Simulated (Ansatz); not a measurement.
AsH2 (SMILES [AsH2]) moved off its minimum; all values from Ansatz (a program for electronic structure), cores frozen in correlated methods. Open shells are unrestricted.
(charge 0, multiplicity 2)
```xyz
3

As    -0.0480     0.0560    -0.0380
H     -1.0589    -0.9752    -0.1069
H      0.9749    -1.0135     0.0167
```

Task: Give the forces (eV/Å), the total energy and the dipole at CCSD(T)/aug-cc-pVTZ.

Result: 
```
atom      Fx      Fy      Fz
----  ------  ------  ------
As1    0.594   1.739   0.049
H2    -1.415  -1.160  -0.094
H3     0.821  -0.579   0.046
```
Energy -2235.5393 hartree, dipole 0.38 D.
